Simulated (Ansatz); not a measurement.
Species: CaCl$_{2}$ (charge 0, singlet). SMILES: [Cl][Ca][Cl]
Structure (B3LYP-D3(BJ)/def2-TZVP (Ansatz, a first-principles code) minimum search):
```
Ca
Cl 1 2.4696
Cl 1 2.4696 2 180.00
```

Give the harmonic wavenumbers at B3LYP-D3(BJ)/def2-TZVP (Ansatz, finite differences of forces, unscaled).

22, 22, 278, 421 cm⁻¹. Zero-point energy 1.1 kcal/mol.
